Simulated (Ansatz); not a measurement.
The cluster W5⁺, relaxed as a doublet with UKS PBE0-D4/def2-SVP in Ansatz, starting from packed atoms. Force threshold 0.02 eV/Å.

In the def2 sets W takes a core potential; there is no spin–orbit coupling. The structure comes from a short search, and lower isomers may exist.

Start:

Cartesian coordinates in Å:
```
W 1.278 0.345 -2.295
W -0.817 -1.816 -1.052
W -1.711 -0.117 1.717
W -0.112 2.272 0.807
W 1.362 -0.683 0.824
```

| step | energy (eV) | largest force component (eV/Å) | SCF passes |
| --- | --- | --- | --- |
| 1 | -9104.1489 | 3.117 | 176 |
| 2 | -9107.5546 | 3.914 | 314 |
| 3 | -9110.4843 | 4.722 | 157 |
| 4 | -9113.0647 | 2.564 | 65 |
| 5 | -9114.0914 | 1.699 | 66 |
| 6 | -9114.8033 | 1.467 | 91 |
| 7 | -9115.1302 | 1.884 | 58 |
| 8 | -9115.6307 | 1.601 | 62 |
| 9 (rejected) | -9115.5643 | 2.201 | 100 |
| 10 | -9115.9493 | 1.329 | 120 |
| 11 | -9115.9950 | 0.799 | 59 |
| 12 | -9116.0440 | 0.312 | 55 |
| 13 (rejected) | -9116.0419 | 0.220 | 63 |
| 14 | -9116.0534 | 0.050 | 59 |
| 15 | -9116.0534 | 0.074 | 49 |
| 16 | -9116.0538 | 0.006 | 51 |

Force components are those of the run's own axes.

End:

Cartesian coordinates in Å:
```
W 1.0447 0.4815 -1.4367
W -0.6931 -1.1313 -0.7439
W -1.1207 -0.0936 1.4569
W -0.3111 1.6038 0.0860
W 1.0802 -0.8604 0.6377
```

Bonds formed: W1–W3, W2–W4 (atoms count from 1). Metal–metal contacts that move far: W1–W4 3.91 to 2.33 Å.

No frequencies were taken in this run, so the end may be a saddle point.

It took 3.7 min on 4 threads of Arm Neoverse V1 on a shared host, peak host memory 0.68 GiB.
